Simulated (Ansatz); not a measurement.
CH5ClTe, singlet: harmonic vibrations of a pair.

The input file, in.yaml:

```yaml
crystal:
  periodic: [false, false, false]
  atoms:
    - {symbol: C, position_ang: [-0.092078, -0.070861, -1.487451]}
    - {symbol: Cl, position_ang: [1.389039, -0.921277, -1.002246]}
    - {symbol: H, position_ang: [0.189317, 0.858361, -1.977364]}
    - {symbol: H, position_ang: [-0.679909, 0.131034, -0.593678]}
    - {symbol: H, position_ang: [-0.646107, -0.708331, -2.172507]}
    - {symbol: Te, position_ang: [-0.670695, -0.152828, 2.677594]}
    - {symbol: H, position_ang: [0.644405, -0.544364, 1.749229]}
    - {symbol: H, position_ang: [-0.134073, 1.408266, 2.806423]}
basis:
  gaussian: {orbitals: def2-TZVP}
hamiltonian: {xc: pbe0, dispersion: d4}
phonons: {temperatures: {t_min: 298.15, t_max: 900, t_step: 200}}
```

Command:

```bash
ansatz run in.yaml --threads 4 --pin off --events-out ev --progress --plain --max-ram 9574MiB
```

The run's output (Ansatz 0.2.0):

```
Functional definition: PBE0
  name "PBE0"
  cite "Adamo & Barone, J. Chem. Phys. 110, 6158 (1999) doi:10.1063/1.478522"
  cite "Perdew, Burke & Ernzerhof, Phys. Rev. Lett. 77, 3865 (1996) doi:10.1103/PhysRevLett.77.3865"
  parent pbe
  parameter a = 0.25
  parameter kappa = 0.804
  parameter beta = 0.06672455060314922
  exchange = (1 - a)*pbe_x(kappa = kappa, mu = beta*pi^2/3) + a*exact_x
  correlation = pbe_c(beta = beta)
1106 factors; their error is unknown
mean field evaluation 1: about -20926.6570 eV, gradient 3.6e1 eV
mean field evaluation 2: about -20925.4329 eV, gradient 4.1e1 eV
mean field evaluation 4: about -20929.5941 eV, gradient 9.5e-1 eV
mean field evaluation 8: about -20929.7834 eV, gradient 5.7e-1 eV
mean field evaluation 16: about -20929.7837 eV, gradient 6.4e-5 eV
mean field -20929.78372659 eV, -769.1553652351 hartree, gradient 6.4e-5 eV, S^2 0.000000; 0 other end points of the search recorded, 0 dependent functions left out
the calculation of the forces begins
reference -20929.78375787 eV, -769.1553663846 hartree; 26, 26 occupied and 122, 122 virtual orbitals, 1106 factors
these checks for a lower state are left out or cut short: stability, starts, cluster_reference, orbital_swaps, neighbouring_geometries, increment
1106 factors; their error is unknown
Total energy: -20929.89569491 eV, -769.1594799952 hartree
Atom 0 at    -0.092078    -0.070861    -1.487451 Å, force     0.002455    -0.000826    -0.004336 eV/Å
Atom 1 at     1.389039    -0.921277    -1.002246 Å, force    -0.004179     0.002337    -0.001729 eV/Å
Atom 2 at     0.189317     0.858361    -1.977364 Å, force    -0.001619    -0.004998     0.002985 eV/Å
Atom 3 at    -0.679909     0.131034    -0.593678 Å, force     0.000433     0.000222    -0.001076 eV/Å
Atom 4 at    -0.646107    -0.708331    -2.172507 Å, force     0.002909     0.003149     0.003832 eV/Å
Atom 5 at    -0.670695    -0.152828     2.677594 Å, force    -0.000048     0.000028    -0.000264 eV/Å
Atom 6 at     0.644405    -0.544364     1.749229 Å, force     0.000433    -0.000832    -0.000267 eV/Å
Atom 7 at    -0.134073     1.408266     2.806423 Å, force    -0.000385     0.000920     0.000856 eV/Å
Dipole moment:    -0.267199     0.200591    -0.145091 e Å
Vibrations: 31.77 50.01 60.22 77.11 105.66 174.09 749.86 893.05 1032.56 1036.84 1378.95 1475.13 1479.35 2157.96 2170.16 3076.85 3177.67 3187.44 cm⁻¹, zero-point energy 1.383334 eV

[the SCF lines of later steps are left out]
```

Hardware: 4 CPU threads of an Arm Neoverse N1, shared host. Wall time about 91 s.
